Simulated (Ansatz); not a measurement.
Consider the formal exchange of groups at the Si–C bond: `C[Si](C)(C)C` + `C[Si](F)(F)CO` → `C[Si](C)(C)C[Si](C)(F)F` + CH₃OH.

Isolated molecules relaxed with PBE0-D4/def2-TZVP in Ansatz; ΔE leaves out vibrations. CCSD(T)/CBS adds triple-zeta CCSD(T) − MP2 to the extrapolated MP2 energy (def2 sets, frozen cores). This one scheme is used for every species. One conformer a species, not always the lowest.

```
         level  ΔE (kJ/mol)
 HF/def2-QZVPP        -27.2
MP2/def2-QZVPP        -34.6
```

**Question.** What does CCSD(T)/CBS give? (An estimate is asked.)

**Answer.** The calculation gave: -32.5 kJ/mol. The listed levels differ from it by 5.3, -2.1 kJ/mol.

Largest T1 diagnostic among the species: 0.011.

In def2-TZVPP, CCSD(T) changes the Hartree–Fock value by −5.0 kJ/mol (the triples alone add −0.9 kJ/mol) and MP2 by −7.2 kJ/mol. From BLYP to BHLYP (50 % exact exchange), in def2-TZVPP and without D4, ΔE moves by −9.3 kJ/mol.
